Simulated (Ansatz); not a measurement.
Coupled-cluster diagnostics for Li10⁺ (relaxed from a model of Li10 tetrahedron, whose bonding it doesn't keep), Ansatz.

Geometry of the doublet (PBE/def2-TZVP):

```xyz
10

Li    1.931   -0.680   -3.142
Li   -0.521   -1.235   -1.481
Li   -3.051   -2.157   -0.103
Li    0.475    1.550   -1.346
Li   -1.931    0.824    0.110
Li   -1.140    3.802    0.052
Li    1.944   -0.707   -0.033
Li   -0.442   -1.434    1.414
Li    0.559    1.350    1.584
Li    2.175   -1.313    2.943
```

Correlated methods freeze no core orbitals; core or outer-core shells of Li are correlated, in sets that lack core-valence functions.

Geometry of the charge 1 quartet (PBE/def2-TZVP):

Cartesian coordinates in Å:
```
Li 1.810 2.524 -0.670
Li 0.618 0.432 0.929
Li -1.902 -1.451 1.925
Li 1.939 -0.346 -1.396
Li 3.543 0.183 1.044
Li 1.408 -2.271 1.162
Li -0.774 1.297 -2.017
Li -2.024 1.401 0.570
Li -0.923 -1.241 -0.655
Li -3.695 -0.528 -0.892
```

Q: Estimate the CCSD(T) correlation energy, the shares of MP2 and (T), T1 and the reference's ⟨S²⟩ for: charge 1, doublet, own geometry in def2-TZVP; charge 1, quartet, own geometry in def2-TZVP; and the rough time on 4 threads of Arm Neoverse V2 on a shared host.

A: 
| state | basis | correlation (eV) | MP2 share (%) | (T) share (%) | T1 | ⟨S²⟩ (pure) | wall time | remarks |
| --- | --- | --- | --- | --- | --- | --- | --- | --- |
| charge 1, doublet, own geometry | def2-TZVP | -13.318 | 80.1 | 2.1 | 0.064 | 1.43 (0.75) | 1.9 min | large T1, spin-contaminated |
| charge 1, quartet, own geometry | def2-TZVP | -13.203 | 80.5 | 2.7 | 0.066 | 4.23 (3.75) | 1.9 min | large T1, spin-contaminated |
Customary marks for T1 are 0.02 (closed shells), 0.045 (open shells) and about 0.05 (3d metals). T1 exceeds 0.02 in 2 of 2 rows and 0.045 in 2; the higher it lies, the less the single-reference result can be trusted.
